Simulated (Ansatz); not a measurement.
Pd₂H₃⁺. Charge 1, multiplicity 3. Geometry PBE0-D4/def2-TZVP, that of the neutral doublet; atoms count from 1.

| atom | x (Å) | y (Å) | z (Å) |
| --- | --- | --- | --- |
| Pd1 | -0.201 | -0.046 | -0.250 |
| Pd2 | 2.064 | 0.883 | 0.534 |
| H3 | -1.726 | -0.419 | 0.384 |
| H4 | 1.224 | 0.755 | -0.916 |
| H5 | -1.362 | -1.173 | 0.247 |

In the def2 sets Pd takes a core potential; there is no spin–orbit coupling. The structure comes from a short search, and lower isomers may exist.

Estimate the Mulliken populations from the PBE0/def2-TZVP orbitals of Ansatz.


```csv
atom,charge (e),spin (α − β),d electrons
Pd1,0.25,0.93,9.03
Pd2,0.41,0.94,9.10
H3,0.12,0.03,–
H4,0.09,0.07,–
H5,0.12,0.03,–
```
Mulliken values depend strongly on the basis.

Where does the spin sit?

Summed by element: Pd 1.87, H 0.13, of 2 unpaired in all. Largest on single atoms: Pd2 0.94, Pd1 0.93, H4 0.07.

And the Mayer bond orders between heavy atoms (over 0.3)?

Pd1–Pd2 0.51 (2.57 Å).
